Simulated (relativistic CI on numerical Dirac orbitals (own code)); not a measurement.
# What each ingredient does to the levels of Ag37+

Base calculation: Dirac-Coulomb-Breit CI, separate exchange-only KLI orbitals for each configuration, QED by a radiative potential, unscaled Slater integrals.

Configuration list (outside the closed core 1s2): 2s2 2p6, 2s2 2p5 3s, 2s2 2p5 3p, 2s2 2p5 3d, 2s 2p6 3s, 2s 2p6 3p, 2s 2p6 3d, 2s2 2p5 4s, 2s2 2p5 4p, 2s2 2p5 4d, 2s2 2p5 4f, 2s 2p6 4s, 2s 2p6 4p, 2s2 2p4 3s2, 2s 2p6 4d, 2s 2p6 4f, 2s2 2p5 5s, 2s2 2p4 3s 3p, 2s2 2p5 5p, 2s2 2p5 5d, 2s2 2p5 5f, 2s2 2p5 5g, 2s2 2p4 3p2, 2s2 2p4 3s 3d, 2s2 2p4 3p 3d, 2s 2p5 3s2, 2s2 2p4 3d2, 2s 2p5 3s 3p, 2s 2p6 5s, 2s 2p5 3p2, 2s 2p5 3s 3d, 2s 2p6 5p, 2s 2p6 5d, 2s 2p6 5f, 2s 2p6 5g, 2s 2p5 3p 3d. Levels of other configurations are missing.

Variants: (1) P86 correlation estimate; (2) configuration mixing switched off. Shifts of the energy above 2s2 2p6 1S_0, in eV, for the lowest level and the first level of each name with at least 55 % of one term (blank where a level changes its place among those of its configuration and J or its character, or is not in the variant):

```csv
Level,Base,Δ(1),Δ(2)
2s2 2p6 1S_0,0.00,0.00,0.00
2s2 2p5 3s 3P°_2,3079.65,+1.60,+0.11
2s2 2p5 3s 1P°_1,3084.26,+1.60,+0.24
2s2 2p5 3p 3D_3,3202.30,+1.74,-0.13
2s2 2p5 3p 1P_1,3202.33,+1.74,+0.36
2s2 2p5 3p 3P_2,3209.19,+1.74,-0.22
2s2 2p5 3s 3P°_0,3259.88,+1.60,+0.41
2s2 2p5 3s 3P°_1,3261.88,+1.60,+0.61
2s2 2p5 3d 3P°_0,3292.63,+1.37,-0.27
2s2 2p5 3d 3P°_1,3296.91,+1.37,-0.36
2s2 2p5 3d 3F°_3,3300.79,+1.37,-0.61
2s2 2p5 3d 3D°_2,3303.80,+1.37,-0.60
2s2 2p5 3d 3F°_4,3307.94,+1.37,-0.65
2s2 2p5 3d 1D°_2,3311.54,+1.37,-0.55
2s2 2p5 3d 3D°_3,3317.18,+1.37,-0.67
2s2 2p5 3d 1P°_1,3335.23,+1.37,-0.46
2s2 2p5 3p 3D_1,3336.37,+1.74,+0.02
2s2 2p5 3d 3F°_2,3480.31,+1.37,-0.64
2s 2p6 3s 3S_1,3520.25,+1.90,-1.99
2s 2p6 3s 1S_0,3535.72,+1.90,+0.32
2s 2p6 3p 3P°_0,3597.18,+2.03,-0.96
2s 2p6 3p 3P°_1,3598.76,+2.02,-1.08
```

At this charge energies of transitions that change n are usually good to better than 1 %, and those within a shell (Δn = 0) to a few per cent.

Ionisation energy from the two ground configurations alone: base 5550.52 eV; P86 correlation estimate 5552.52 eV. The NIST ASD value (semi-empirical) is 5558 eV.

LS names give the leading component of a level, which can be under half, so a name can repeat, a term be missing and a line seem to break the LS rules.
